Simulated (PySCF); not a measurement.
Compound: C5H10O3S.
Atom-mapped SMILES: `[CH3:1][CH2:2][O:3][S:4](=[O:5])(=[O:6])[CH:7]1[CH2:8][CH2:9]1` (hydrogens: H10, H11, H12 on C1; H13, H14 on C2; H15 on C7; H16, H17 on C8; H18, H19 on C9)

Computed by this run: PBE0-D3(BJ)/def2-SVP geometry optimisation, gas phase in PySCF; density fitting, grid level 1; the optimiser is geomeTRIC in internal coordinates, started from a GFN2-xTB structure.

Step 0: E = -22293.7996 eV
```
atom  x, y, z in Å  |  force x, y, z in eV/Å
C1      2.8226    0.3845   -0.3586   -0.882  -0.253   0.172
C2      1.4935   -0.3004   -0.0795    0.608   0.037  -0.130
O3      0.5146    0.6738    0.2475    0.063   0.447  -0.143
S4     -0.5493    0.3305    1.4021   -0.421  -0.940  -0.691
O5      0.0590   -0.5600    2.3444    0.625  -1.119   0.861
O6     -1.0648    1.5805    1.8496   -0.620   1.594   0.094
C7     -1.8117   -0.5531    0.4941    0.362   0.803   0.214
C8     -2.4237    0.2321   -0.6167   -0.276  -0.119   0.295
C9     -3.1986   -0.0208    0.6341    0.163   0.044  -0.258
H10     3.5687   -0.3592   -0.6250    0.322  -0.292  -0.127
H11     2.7114    1.0912   -1.1766    0.036   0.300  -0.353
H12     3.1536    0.9231    0.5246    0.179   0.225   0.362
H13     1.1484   -0.8508   -0.9638   -0.070  -0.157  -0.139
H14     1.5816   -0.9897    0.7668    0.078  -0.205   0.056
H15    -1.6043   -1.6068    0.4198    0.117  -0.579  -0.059
H16    -2.0265    1.2243   -0.7661    0.141   0.504  -0.085
H17    -2.7014   -0.2827   -1.5247   -0.076  -0.307  -0.354
H18    -4.0189   -0.7225    0.6131   -0.285  -0.399  -0.020
H19    -3.3240    0.8035    1.3186   -0.064   0.418   0.305
```

Step 1: E = -22293.9212 eV
```
atom  x, y, z in Å  |  force x, y, z in eV/Å
C1      2.8414    0.3685   -0.3735    0.131   0.037   0.022
C2      1.5543   -0.3335   -0.0353   -0.155  -0.034   0.014
O3      0.5814    0.6613    0.3062    0.037  -0.044  -0.009
S4     -0.5590    0.3337    1.4101    0.056   0.209   0.025
O5     -0.0110   -0.6002    2.3837   -0.200   0.142  -0.185
O6     -1.0649    1.6408    1.7881    0.110  -0.263  -0.006
C7     -1.7978   -0.4867    0.4498    0.046  -0.194   0.096
C8     -2.5035    0.2858   -0.6218    0.114   0.056  -0.082
C9     -3.2188   -0.0440    0.6424   -0.115  -0.005   0.060
H10     3.6146   -0.3675   -0.6467   -0.045   0.030   0.007
H11     2.7105    1.0639   -1.2160   -0.023  -0.024   0.017
H12     3.1986    0.9431    0.4948   -0.001  -0.020  -0.038
H13     1.1725   -0.9140   -0.8944    0.016   0.011   0.019
H14     1.6807   -1.0183    0.8176    0.008   0.015   0.010
H15    -1.5642   -1.5500    0.3239   -0.025   0.095  -0.023
H16    -2.1823    1.3205   -0.7739   -0.034  -0.008   0.033
H17    -2.7511   -0.2584   -1.5378    0.011   0.007   0.039
H18    -3.9889   -0.8208    0.6364    0.055   0.010   0.006
H19    -3.3823    0.7733    1.3501    0.015  -0.020  -0.004
```

Task: Estimate the geometry and energy of step 2. (The exact step hangs on the optimiser's Hessian estimate; all steps are aligned on step 1, rigid shifts and turns removed.)

Result: E = -22293.9270 eV, largest force 0.131 eV/Å
```
atom  x, y, z in Å  |  force x, y, z in eV/Å
C1      2.8417    0.3613   -0.3809    0.021   0.007  -0.004
C2      1.5559   -0.3363   -0.0196   -0.011  -0.020   0.017
O3      0.5818    0.6638    0.2941   -0.017   0.002   0.023
S4     -0.5616    0.3437    1.3955   -0.060  -0.017   0.102
O5     -0.0284   -0.5949    2.3686   -0.013   0.062  -0.021
O6     -1.0683    1.6455    1.7808    0.076  -0.092  -0.054
C7     -1.7957   -0.4874    0.4443    0.035   0.056   0.000
C8     -2.4997    0.3070   -0.6111   -0.028  -0.067  -0.085
C9     -3.2207   -0.0612    0.6420   -0.011   0.066   0.036
H10     3.6145   -0.3791   -0.6361   -0.007  -0.004  -0.005
H11     2.7005    1.0284   -1.2435   -0.003  -0.001  -0.001
H12     3.2013    0.9636    0.4659   -0.003  -0.007  -0.001
H13     1.1767   -0.9428   -0.8607    0.010  -0.006   0.001
H14     1.6865   -0.9941    0.8536    0.004   0.008  -0.004
H15    -1.5535   -1.5436    0.2994    0.019   0.023  -0.037
H16    -2.1906    1.3486   -0.7331   -0.010   0.000   0.030
H17    -2.7376   -0.2167   -1.5403   -0.014   0.009  -0.001
H18    -3.9794   -0.8470    0.6185    0.018  -0.007  -0.012
H19    -3.3931    0.7388    1.3661   -0.004  -0.012   0.016
```

The energy changes by -0.0058 eV. The first-order estimate −F·Δx gives -0.0130 eV and the mean of the old and new forces, exact on a quadratic surface, -0.0064 eV. The step makes an angle of 81° with the force vector and moves no atom by more than 0.050 Å.

What follows is the cost of the whole optimisation. Rough CPU time on one thread of a shared machine: about 5 min.
